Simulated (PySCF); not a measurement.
Cd(Me)(OSiH3) (CH6CdOSi), SMILES [CH3][Cd][O][SiH3]. Atoms are numbered in the order given.

```xyz
10

Cd    -0.3571     0.2658     0.5070
C     -1.7141     1.3753     1.6339
H     -2.1433     0.7518     2.4309
H     -2.5275     1.7384     0.9901
H     -1.2093     2.2389     2.0894
O      0.9546    -0.8185    -0.4888
Si     1.4781    -1.1108    -2.0112
H      0.3867    -1.6362    -2.9024
H      2.5772    -2.1276    -1.9999
H      2.0125     0.1247    -2.6815
```
Charge 0, spin multiplicity 1.

The structure is a stationary point at PBE0-D3(BJ)/def2-SVP. The structure was generated by enumeration; whether it is a known compound was not checked. The def2 effective core potentials stand for the cores of Cd; spin–orbit coupling is left out. Other conformers were not sampled.

All values below come from C-PCM-PBE0/def2-SVP (PySCF).

The values are the electrostatic part of the solvation free energy, E(continuum) − E(gas) at the gas-phase geometry, in a cavity of scaled van der Waals radii (PySCF's table); cavitation and dispersion terms are not included. A continuum can't describe solvent molecules that bind to the metal. In vacuum the orbital gap is 6.97 eV. The dipole moment in vacuum is 3.12 D.

Question: Estimate the values in water (ε = 78.36), 2-propanol (ε = 19.26), methanol (ε = 32.61). (Estimate from the structure and the level; the computed values follow.)

Answer: 
| solvent | ε | ΔG(elec) (kcal/mol) | dipole (D) | gap (eV) |
|---|---|---|---|---|
| water | 78.36 | -9.5 | 3.58 | 7.52 |
| 2-propanol | 19.26 | -9.1 | 3.56 | 7.52 |
| methanol | 32.61 | -9.3 | 3.57 | 7.52 |
